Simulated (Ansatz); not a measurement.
Reaction (redistribution): `C=C=C[SiH2]C` + `F[CH2][SnH3]` → `C=C=C[SiH3]` + `[CH3][SnH2][CH2]F`

Computed with Ansatz on PBE0-D4/def2-TZVP structures; ΔE is electronic, products minus reactants. CBS: MP2 limit from def2 TZ/QZ plus the TZ coupled-cluster correction, frozen cores. DFT in def2-TZVPP. Elements past krypton have def2 core potentials. For Sn outer-core shells are correlated without core-valence functions, which leaves a few kJ/mol of doubt a bond. One conformer a species, not always the lowest.

| level | ΔE (kJ/mol) |
| --- | --- |
| r2SCAN-D4 | 22.4 |
| PBE | 18.8 |

Q: What does CCSD(T)/CBS give? (Estimate.)

A: Ansatz gave: +13.0 kJ/mol. The listed levels differ from it by 9.4, 5.8 kJ/mol.

Largest T1 diagnostic among the species: 0.013.
